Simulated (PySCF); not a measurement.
Species: C5H11NO.
SMILES: `CO/C=C\N(C)C`

A PySCF run (density fitting, gas phase, GFN2-xTB geometry) gave HOMO -3.92 eV, LUMO -0.18 eV, dipole 0.20 D.

Question: Which of these levels was it?
A. LDA/pcSseg-0
B. B97-D/6-311+G(2d,p)
C. PBE0/STO-3G
D. PBE0/def2-SVPD
E. PBE/MINI

Answer: B. It is B97-D/6-311+G(2d,p). All candidates on this geometry:

```csv
level and settings,kind,basis functions,SCF cycles,E (Eh),HOMO (eV),LUMO (eV),dipole (D)
"B97-D/6-311+G(2d,p)",GGA,255,16,-326.9355,-3.92,-0.18,0.20
LDA/pcSseg-0,LDA,85,14,-323.5364,-3.67,0.57,0.71
"PBE/MINI, start guess atom",GGA,46,10,-324.0435,-5.14,-0.77,0.44
PBE0/def2-SVPD,global hybrid,231,14,-326.4724,-5.07,0.70,0.33
"PBE0/STO-3G, fitting basis def2-qzvpp-jkfit",global hybrid,46,9,-322.6064,-2.17,5.04,0.46
```

The nearest other candidate, by the summed differences of HOMO and LUMO, is LDA/pcSseg-0: its HOMO differs by +0.25 eV and its LUMO by +0.75 eV. B97-D ran without the empirical dispersion term, which would shift the total energy alone. Cycle counts include a coarse-grid stage where the run had one. All basis functions are spherical, in the Pople sets too.

Shape of the structure used: `[CH3:1][O:2]/[CH:3]=[CH:4]\[N:5]([CH3:6])[CH3:7]`: C1–O2–C3–C4 -164°, C3–C4–N5–C6 -19°.
